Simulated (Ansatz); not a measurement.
Relaxation of CH6OSn (9 atoms, charge 0, multiplicity 1), to a largest force component of 0.02 eV/Å in at most 40 steps.

Level of theory: RKS PBE0-D4/def2-SVP (Ansatz 0.2.0).

```xyz
9
Properties=species:S:1:pos:R:3
Sn 0.000 0.000 0.000
C 0.000 0.000 2.150
H -1.000 -0.309 2.521
H 0.768 -0.711 2.521
H 0.232 1.020 2.521
H 1.641 0.000 -0.579
O -0.923 1.599 -0.653
H -1.881 1.369 -0.875
H -0.820 -1.420 -0.579
```

**Question.** Where does it end, and by what steps?

**Answer.** The run converged. The force dipped under the threshold on the way, but the program's further checks kept it going. After 18 steps the energy has fallen by 0.107 eV; H8 moved furthest, 0.23 Å.

| step | energy less start (eV) | largest force component (eV/Å) | accepted |
| --- | --- | --- | --- |
| 0 | 0.0000 | 2.351 | yes |
| 1 | -0.0811 | 0.780 | yes |
| 2 | -0.1007 | 0.251 | yes |
| 3 | -0.1036 | 0.151 | yes |
| 4 | -0.1044 | 0.016 | yes |
| 5 | -0.1046 | 0.026 | yes |
| 6 | -0.0936 | 0.993 | no |
| 7 | -0.1049 | 0.034 | yes |
| 8 | -0.1051 | 0.104 | yes |
| 9 | -0.1025 | 0.565 | no |
| 10 | -0.1058 | 0.019 | yes |
| 11 | -0.1051 | 0.357 | no |
| 12 | -0.1061 | 0.063 | yes |
| 13 | -0.1060 | 0.157 | no |
| 14 | -0.1063 | 0.025 | yes |
| 15 | -0.1064 | 0.013 | yes |
| 16 | -0.1064 | 0.057 | yes |
| 17 | -0.1065 | 0.047 | yes |
| 18 | -0.1065 | 0.002 | yes |

```xyz
9
Properties=species:S:1:pos:R:3
Sn 0.040 -0.070 -0.008
C -0.022 0.004 2.137
H -1.054 -0.117 2.495
H 0.596 -0.802 2.558
H 0.367 0.972 2.483
H 1.619 0.152 -0.626
O -0.941 1.500 -0.752
H -1.895 1.418 -0.654
H -0.693 -1.508 -0.608
```

The run took 72 s on 1 thread of Arm Neoverse V2, on a shared host, peak memory 0.17 GiB.
